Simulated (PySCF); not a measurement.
Two species compared at the same levels of theory.

First species: C6H12ClFO.
InChI=1S/C6H12ClFO/c1-3-5(4-9-2)6(7)8/h5-6H,3-4H2,1-2H3/t5-,6-/m0/s1

Second species: AlH2(iBu), C4H11Al.
SMILES: `[H][Al]([H])[CH2]C(C)C`

Levels: CAM-B3LYP/def2-SVPD for HOMO energy, LUMO energy, HOMO–LUMO gap and static isotropic polarisability; TDDFT CAM-B3LYP/def2-SVPD for lowest singlet excitation; TDA CAM-B3LYP/def2-SVPD for lowest triplet excitation (Tamm–Dancoff). Geometries: PBE0-D3(BJ)/def2-SVP. Each species is one conformer at its optimised geometry, gas phase, non-relativistic unless stated. Electronic properties by PySCF.

Dipoles, sizes and rotational constants follow the conformer. The torsions of the flexible species, by atom-mapped SMILES:
- `[CH3:1][CH2:2][C@@H:3]([CH2:4][O:5][CH3:6])[C@H:7]([F:8])[Cl:9]`: C1–C2–C3–C4 69°, C2–C3–C4–O5 -178°, C3–C4–O5–C6 -177°, C2–C3–C7–F8 59°

```csv
property,column X,column Y
HOMO energy,-8.85 eV,-9.27 eV
LUMO energy,-0.42 eV,1.15 eV
HOMO–LUMO gap,8.43 eV,10.42 eV
lowest singlet excitation,4.90 eV,7.35 eV
lowest triplet excitation (Tamm–Dancoff),4.58 eV,6.78 eV
static isotropic polarisability,78.5 au,93.0 au
```

Question: Which column belongs to which species?

Answer: Column X is the second species and column Y the first. The first has 21 atoms and 82 electrons, the second 16 and 48.

Question: How does each property change from the first species to the second?

Answer: HOMO energy +0.42 eV; LUMO energy -1.57 eV; HOMO–LUMO gap -1.99 eV; lowest singlet excitation -2.45 eV; lowest triplet excitation (Tamm–Dancoff) -2.20 eV; static isotropic polarisability -14.5 au.

On the first: The vertical singlet–triplet gap S1 − T1 is 0.57 eV (TDDFT singlet less Tamm–Dancoff triplet; S1: HOMO→LUMO, weight 0.61; T1: HOMO−1→LUMO+1, weight 0.25, beside HOMO−1→LUMO, weight 0.18). In wavenumbers S1 is 59300 cm⁻¹ (1 eV = 8065.54 cm⁻¹).

On the second: No computed singlet falls in the visible range (750 to 380 nm, 1.65 to 3.26 eV); S1 lies 1.64 eV above its blue end. S1 lies 3.53 eV below the HOMO–LUMO gap; its leading configuration is HOMO→LUMO, weight 0.97.
